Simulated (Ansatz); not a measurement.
Gas-phase electronic energies from Ansatz, PBE0-D4/def2-TZVP geometries. CCSD(T)/CBS is the MP2 limit (def2-TZVPP, def2-QZVPP) plus CCSD(T) − MP2 in def2-TZVPP, frozen cores. DFT in def2-TZVPP. For Ge outer-core shells are correlated without core-valence functions, which leaves a few kJ/mol of doubt a bond. Scalar relativity is left out up to krypton. Each species was taken in one conformer, which may not be the lowest.

`OB(F)[NH][GeH3]` + `[SiH3]S` → `OB(F)S[SiH3]` + `[NH2][GeH3]`  (ligand exchange at a B–N bond)

CCSD(T)/CBS gives +52.7 kJ/mol.

(1) Another level gave +50.5 kJ/mol. Which?
A. MP2/def2-TZVPP
B. HF/def2-TZVPP
C. CCSD/def2-TZVPP
D. PBE-D4/def2-TZVPP

Largest T1 diagnostic among the species: 0.013.

## Answers

(1) A. MP2/def2-TZVPP 50.5, CCSD/def2-TZVPP 57.9, PBE-D4 43.1, HF/def2-TZVPP 67.4 kJ/mol.

From PBE to PBE0 (25 % exact exchange), in def2-TZVPP and without D4, ΔE moves by +5.0 kJ/mol. In def2-TZVPP, CCSD(T) changes the Hartree–Fock value by −13.1 kJ/mol (the triples alone add −3.6 kJ/mol) and MP2 by −16.9 kJ/mol.
